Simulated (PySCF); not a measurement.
W(NH)(S)(Cl)(Me) (CH₄ClNSW), SMILES [CH3][W](=[NH])(=[S])[Cl], multiplicity 1.

The structure is a stationary point at PBE0-D3(BJ)/def2-SVP. The spin state was assumed, not searched. The structure was generated by enumeration; whether it is a known compound was not checked. The def2 effective core potentials stand for the cores of W; spin–orbit coupling is left out.

Two levels are set side by side: TDDFT-PBE/def2-SVPD (PySCF) and TDDFT-CAM-B3LYP/def2-SVPD (PySCF). Vertical, same geometry. The lowest singlet is HOMO→LUMO 97 % with PBE and HOMO→LUMO 84 % with the other functional; states are paired by order. Differences are taken from unrounded values.

```tsv
quantity	TDDFT-CAM-B3LYP	TDDFT-PBE	TDDFT-PBE minus TDDFT-CAM-B3LYP
lowest singlet excitation (eV)	3.33	3.08	-0.25
lowest triplet excitation (TDA) (eV)	2.98	2.75	-0.23
```

Functionals without exact exchange tend to place singlet excitations lower, as here. Differences between two approximate levels are no errors against the true value.

Rough cost on one machine, each run with all the roots and properties that it gave: TDDFT-CAM-B3LYP against TDDFT-PBE about 7 times.
